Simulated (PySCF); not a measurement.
SMILES [GeH3][Se]Br (PBE0/def2-SVP optimised geometry):

```
6

Se    -1.322    -0.417     0.000
Br    -1.554     1.911     0.000
Ge     1.046    -0.417     0.000
H      1.416    -1.911    -0.003
H      1.553     0.288    -1.266
H      1.554     0.282     1.269
```

Calculation: PBE0/def2-TZVP in PySCF.

### Question
What are the frontier orbital energies and the dipole moment?

### Answer
HOMO-2 -9.18 eV, HOMO-1 -8.06 eV, HOMO -6.83 eV, LUMO -2.58 eV, LUMO+1 -0.62 eV; dipole moment 1.84 D.

On the same geometry PBE/def2-TZVP in PySCF gives HOMO-2 -7.82 eV, HOMO-1 -6.88 eV, HOMO -5.67 eV, LUMO -3.46 eV, LUMO+1 -1.46 eV; dipole moment 1.69 D.

Meta-Löwdin charges at PBE0/def2-TZVP: Se1 -0.03, Br2 -0.15, Ge3 0.30, H4 -0.04, H5 -0.04, H6 -0.04.
